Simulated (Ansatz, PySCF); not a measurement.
C4F6, SMILES FC1(C(C(=C1F)F)(F)F)F.

Coordinates come from a B3LYP-D3(BJ)/def2-SVP optimisation.

Vertical ionisation energy (IE) and electron affinity (EA) in eV. Rows of orbital energies are one-electron estimates. Where ΔSCF, EOM or ADC give a negative EA the extra electron is unbound and the value depends on the basis.

```
level                                                                        IE     EA
------------------------------------------------------------------------  -----  -----
−ε(HOMO), −ε(LUMO), r2SCAN/def2-SVP (PySCF)                                7.82   1.74
−ε(HOMO), −ε(LUMO), PBE/def2-SVP (PySCF)                                   7.35   1.75
ΔSCF, CAM-B3LYP/def2-SVPD (Ansatz), final states of multiplicity 2 and 2      …      …
ΔSCF, PBE/def2-SVPD (Ansatz), final states of multiplicity 2 and 2        11.14  -0.70
```

Q: Some entries are withheld; supply them. (Estimate from the structure and the level; the computed values follow.)

A: 
- ΔSCF, CAM-B3LYP/def2-SVPD (Ansatz, a program for electronic structure), final states of multiplicity 2 and 2, IE: 11.71
- ΔSCF, CAM-B3LYP/def2-SVPD (Ansatz), final states of multiplicity 2 and 2, EA: -0.84

Q: What vertical singlet–triplet gap does ΔSCF give with CAM-B3LYP/def2-SVPD (Ansatz) and with PBE/def2-SVPD (Ansatz)? (An estimate is asked for; the answer gives what the named calculation found.)

A: 4.64 and 4.70 eV (triplet above singlet where positive).
